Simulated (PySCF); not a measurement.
C2H7Al, SMILES [CH3][AlH][CH3]. Geometry: ωB97X-D3(BJ)/def2-SVP. The isomer is the one that the SMILES or the coordinates give; other isomers of the formula were not compared.

Computed equilibrium geometry at ωB97X-D3(BJ)/def2-SVP (PySCF confirms it by a frequency run) as Cartesian coordinates in Å, and its point group:
point group C2.
```xyz
10

Al     0.0000     0.0000     0.5081
C      1.7227     0.0004    -0.4253
H      2.3160    -0.8917    -0.1543
H      1.6292     0.0185    -1.5234
H      2.3343     0.8702    -0.1253
C     -1.7227    -0.0004    -0.4253
H     -2.3160     0.8917    -0.1543
H     -1.6292    -0.0185    -1.5234
H     -2.3343    -0.8702    -0.1253
H      0.0000     0.0000     2.1033
```
Charge 0, spin multiplicity 1.
